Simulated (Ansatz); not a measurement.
C10H9BO3, SMILES OB(c1c(cco1)-c1ccccc1)O. Heavy atoms are numbered as in [OH:1][B:2]([OH:3])[c:4]1[o:5][cH:6][cH:7][c:8]1-[c:9]1[cH:10][cH:11][cH:12][cH:13][cH:14]1.

These are B3LYP-D3(BJ)/def2-SVP in Ansatz (a quantum-chemistry and plane-wave program) values and carry that method's errors.

Bond lengths of the relaxed neutral molecule (Å): O1–B2 1.360, B2–O3 1.366, B2–C4 1.560, C4–O5 1.373, C4–C8 1.387, O5–C6 1.345, C6–C7 1.367, C7–C8 1.436, C8–C9 1.475, C9–C10 1.407, C9–C14 1.408, C10–C11 1.395, C11–C12 1.398, C12–C13 1.397, C13–C14 1.397.

Q: How do the bond lengths change in the relaxed lowest triplet? (An estimate is asked for; the answer gives what the named calculation found.)

A: 
```csv
bond,neutral (Å),triplet (Å)
O1–B2,1.360,1.365
B2–O3,1.366,1.373
B2–C4,1.560,1.548
C4–O5,1.373,1.385
C4–C8,1.387,1.515
O5–C6,1.345,1.376
C6–C7,1.367,1.361
C7–C8,1.436,1.432
C8–C9,1.475,1.406
C9–C10,1.407,1.439
C9–C14,1.408,1.440
C10–C11,1.395,1.379
C11–C12,1.398,1.413
C12–C13,1.397,1.404
C13–C14,1.397,1.387
```
